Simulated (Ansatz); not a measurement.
Geometry optimisation, RHF/def2-SVP in Ansatz 0.2.0.

The input (input.yaml):

```yaml
crystal:
  periodic: [false, false, false]
  atoms:
    - { symbol: Mo, position_ang: [0.0, 0.0, 0.0] }
    - { symbol: Cl, position_ang: [0.0, 0.0, 2.66] }
    - { symbol: F, position_ang: [1.77, 0.0, 0.0] }
    - { symbol: Cl, position_ang: [0.0, 2.31, 0.0] }
    - { symbol: F, position_ang: [-1.77, 0.0, 0.0] }
    - { symbol: F, position_ang: [0.0, -1.77, 0.0] }
    - { symbol: Cl, position_ang: [0.0, 0.0, -2.31] }
    - { symbol: F, position_ang: [1.3604, 1.4171, 0.6527] }
    - { symbol: H, position_ang: [1.0093, 1.0514, 1.8096] }
basis:
  gaussian: { orbitals: def2-SVP }
hamiltonian:
  xc: hf
relax:
  f_tol: 0.15
  max_steps: 25
  restrain:
    - { distance: [0, 7], at: 1.77, k: 30.0 }
    - { distance: [8, 1], at: 1.37, k: 30.0 }
    - { distance: [0, 1], at: 3.51, k: 30.0 }
    - { distance: [8, 7], at: 2.12, k: 30.0 }
```

Command:

```bash
$ ansatz run input.yaml --threads 4 --pin off --max-ram 5120MiB --backend cpu --events-out ev --progress --plain --runs-dir out
```

Q: Where does it end, and by what steps?

A: The run converged. The restraints hold the end off the free minimum; the threshold counts their pulls, which the force column leaves out. Restrained pairs: Mo1–F8 (2.07 → 1.93 Å), Cl2–H9 (1.69 → 1.32 Å), Mo1–Cl2 (2.66 → 3.51 Å), F8–H9 (1.26 → 2.14 Å). After 11 steps the energy has fallen by 8.758 eV (the restraints' own energy left out); F8 moved furthest, 1.09 Å. The start is strongly strained (largest force component 15 eV/Å), so its close contacts needn't be bonds.

```tsv
step	energy less start (eV)	largest force component (eV/Å)	accepted
0	0.0000	15.053	yes
1	-3.3088	10.060	yes
2	-5.1004	6.731	yes
3	-6.5259	6.197	yes
4	-7.5808	6.138	yes
5	-8.3370	5.496	yes
6	-8.7158	5.131	yes
7	-8.6128	5.305	yes
8	-8.6486	5.146	yes
9	-8.7237	4.870	yes
10	-8.7508	4.694	yes
11	-8.7584	4.586	yes
```

```xyz
9
Properties=species:S:1:pos:R:3
Mo 0.108 -0.373 -0.256
Cl 0.386 0.281 3.181
F 1.844 -0.491 0.262
Cl 0.230 2.993 -0.327
F -1.604 -0.142 0.299
F -0.101 -2.209 -0.608
Cl 0.233 0.354 -2.446
F 0.315 1.450 0.347
H 0.958 1.145 2.360
```

The run took 56 s on 4 threads of Intel(R) Xeon(R) Platinum 8259CL CPU @ 2.50GHz (Skylake/Cascade Lake), with other jobs on the host, peak memory 0.56 GiB.
